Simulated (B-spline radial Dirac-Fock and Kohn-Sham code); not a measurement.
# Magnetic form factor of the 4d shell of Rh⁴⁺

System: rhodium as Rh⁴⁺, configuration [Kr] 4d5, inside a Watson sphere of charge -4 and radius 3 Å (a model of the Madelung potential; inside it an electron's potential energy is raised by 19.2 eV).

The run's input, task.json:

```json
{"items": [{
  "Z": 45,
  "q": 4,
  "cfg": [[1, 0, 2], [2, 0, 2], [2, 1, 6], [3, 0, 2], [3, 1, 6], [3, 2, 10], [4, 0, 2], [4, 1, 6], [4, 2, 5]],
  "A": 103,
  "rrms": 4.4945,
  "watson": [-4, 3.0],
  "do": ["scatter"],
  "s": [0.0, 0.05, 0.1, 0.15, 0.2, 0.25, 0.3, 0.35, 0.4, 0.45, 0.5, 0.6, 0.7, 0.8, 0.9, 1.0, 1.1, 1.2, 1.4, 1.6, 1.8, 2.0, 2.5, 3.0, 3.5, 4.0, 5.0, 6.0],
  "pz": [0, 0.1, 0.2, 0.3, 0.4, 0.5, 0.6, 0.8, 1.0, 1.2, 1.4, 1.6, 1.8, 2.0, 2.5, 3.0, 4.0, 5.0, 7.0, 10.0, 15.0, 20.0, 30.0, 40.0, 60.0, 100.0],
  "hv_scatter": [1000, 2000, 5000, 8047.8, 17479.3, 30000, 50000, 1000000]
}]}
```

Launch: `python xray_run.py task.json out`

Method: configuration-average Dirac-Fock orbitals. Computed with a radial finite-basis atomic code. ⟨j_K⟩ is the integral of the 4d radial density with the spherical Bessel function j_K(4πsr), s = sin θ/λ.

| s (Å⁻¹) | ⟨j0⟩ | ⟨j2⟩ | ⟨j4⟩ |
| --- | --- | --- | --- |
| 0 | 1.0000 | 0.0000 | 0.0000 |
| 0.05 | 0.9642 | 0.0142 | 0.0001 |
| 0.1 | 0.8641 | 0.0527 | 0.0012 |
| 0.15 | 0.7198 | 0.1044 | 0.0055 |
| 0.2 | 0.5562 | 0.1561 | 0.0147 |
| 0.25 | 0.3969 | 0.1969 | 0.0292 |
| 0.3 | 0.2584 | 0.2206 | 0.0475 |
| 0.35 | 0.1491 | 0.2260 | 0.0673 |
| 0.4 | 0.0703 | 0.2158 | 0.0858 |
| 0.45 | 0.0189 | 0.1944 | 0.1007 |
| 0.5 | -0.0106 | 0.1666 | 0.1108 |
| 0.6 | -0.0263 | 0.1071 | 0.1158 |
| 0.7 | -0.0143 | 0.0574 | 0.1048 |
| 0.8 | 0.0035 | 0.0237 | 0.0852 |
| 0.9 | 0.0179 | 0.0047 | 0.0635 |
| 1 | 0.0262 | -0.0037 | 0.0436 |
| 1.1 | 0.0293 | -0.0053 | 0.0275 |
| 1.2 | 0.0285 | -0.0033 | 0.0155 |
| 1.4 | 0.0213 | 0.0038 | 0.0022 |
| 1.6 | 0.0128 | 0.0096 | -0.0016 |

Radial moments of the shell: ⟨r²⟩ = 1.981, ⟨r⁴⟩ = 6.580, ⟨r⁶⟩ = 33.74 in powers of bohr.
